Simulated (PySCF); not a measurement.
## Fluorine: a sound run and one with changed settings

Sound run: F⁺ [He] 2s2 2p4, F²⁺ [He] 2s2 2p3. All numbers are calculated (PySCF 2.14, the non-relativistic Hamiltonian (point nucleus), in cc-pVDZ (3s2p1d, 14 functions)). In the sound run the correlated levels freeze 1s2. The sound run starts from symmetry-adapted Hartree-Fock orbitals and uses a fine grid where one is needed.

A second run was set up differently.

```csv
species,method,sound run (hartree),changed run (hartree),converged
F⁺,MP2,-98.89901,-98.90077,yes
F⁺,CCSD(T),-98.91361,-98.91523,yes
F²⁺,MP2,-97.64118,-97.64276,yes
F²⁺,CCSD(T),-97.65517,-97.65664,yes
```

Ionisation energy of F⁺:

```json
{"method": "UHF", "sound run (eV)": "33.410", "changed run (eV)": "33.410"}
{"method": "MP2", "sound run (eV)": "34.227", "changed run (eV)": "34.232"}
{"method": "SCS-MP2", "sound run (eV)": "34.231", "changed run (eV)": "34.231"}
{"method": "CCSD", "sound run (eV)": "34.233", "changed run (eV)": "34.237"}
{"method": "CCSD(T)", "sound run (eV)": "34.244", "changed run (eV)": "34.248"}
```

(1) What was changed?
A. basis contracted for another Hamiltonian
B. all electrons correlated in a valence basis
C. too few SCF iterations
D. minimal basis

Results:

(1) B. A valence basis has no tight correlating functions, so it recovers only part of the core correlation, and not evenly between atom and ion.
